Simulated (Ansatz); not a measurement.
Isolated molecules relaxed with PBE0-D4/def2-TZVP in Ansatz; ΔE leaves out vibrations. CBS: MP2 limit from def2 TZ/QZ plus the TZ coupled-cluster correction, frozen cores. Functionals use def2-TZVPP. B3LYP here is the variant with VWN-RPA as its local correlation; programs differ in this. Each species was taken in one conformer, which may not be the lowest.

Consider the isomerisation: `BC(=C)CC` → `B/C(C)=C/C`.

```tsv
level	ΔE (kJ/mol)
B3LYP-D4	-13.9
r2SCAN	-17.0
CCSD/def2-TZVPP	-8.3
CCSD(T)/def2-TZVPP	-9.3
```

Question: What does CCSD(T)/CBS give? (An estimate is asked.)

Answer: The calculation gave: -9.7 kJ/mol. The listed levels differ from it by -4.2, -7.3, 1.4, 0.4 kJ/mol.

Largest T1 diagnostic among the species: 0.010.

In def2-TZVPP, CCSD(T) changes the Hartree–Fock value by −3.7 kJ/mol (the triples alone add −1.0 kJ/mol) and MP2 by −5.6 kJ/mol.
